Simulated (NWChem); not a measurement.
Atomisation of C3H4ClNSi

```
C
C 1 1.3634
H 2 1.1024 1 125.02
C 2 1.4910 3 122.15 1 180.00
N 4 1.2980 2 121.95 3 180.00
H 4 1.1140 5 120.07 2 180.00
Cl 1 1.7226 2 124.99 3 0.00
Si 5 1.7859 4 105.86 6 180.00
H 8 1.4999 5 112.36 4 117.36
H 8 1.4999 9 110.44 5 -126.32
```
Charge 0, spin multiplicity 1.

Program: NWChem. Structure: optimised with PBE/def2-SVP, held to Cs symmetry and with no frequency check, so it may be a saddle point. It is one conformer; others weren't searched.

Basis set: def2-SVP. The atomisation energy is electronic alone: no zero-point, thermal, spin-orbit or counterpoise terms. No value is extrapolated to the basis-set limit. Free atoms are single determinants with multiplicities Cl 2, C 3, N 4, Si 3, H 2. Correlated methods freeze the same cores in atoms and molecule, 14 orbitals in all.

B3LYP has NWChem's definition, with VWN1-RPA local correlation. The structure started from a generated list of species. No SCF solution was tested for a lower state. Open-shell Hartree-Fock references start from PBE0 orbitals.

Task: Order these methods by the atomisation energy they give, lowest first: HF, B3LYP, PBE0, PBE, r2SCAN, MP2.

Result: HF (673.3 kcal/mol), MP2 (925.4 kcal/mol), B3LYP (956.2 kcal/mol), r2SCAN (968.6 kcal/mol), PBE0 (972.7 kcal/mol), PBE (999.6 kcal/mol)
